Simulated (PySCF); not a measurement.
## How methods differ on the ionisation energy of F²⁺

F²⁺ [He] 2s2 2p3 (4S) → F³⁺ [He] 2s2 2p2 (3P), as a difference of total energies. Calculation: PySCF 2.14, in Sapporo-DZP-2012; the spin-free X2C one-electron Hamiltonian (Gaussian nucleus). Correlated levels: valence: 1s2 frozen. The calculations carry no spin-orbit coupling.

```tsv
method	ionisation energy (eV)
UHF	62.125
LDA	63.118
PBE0	62.870
MP2 (valence)	62.497
SCS-MP2 (valence)	62.304
CCSD (valence)	62.257
CCSD(T) (valence)	62.255
```

Errors of the correlated levels include the incompleteness of this basis and the frozen core.

Q: Which method comes closest to the reference value, and which is furthest?

A: The reference is 62.708 eV (semi-empirical (NIST evaluation); NIST Atomic Spectra Database, ionization energies). Closest: PBE0 (error 0.162 eV); furthest: UHF (error -0.583 eV).
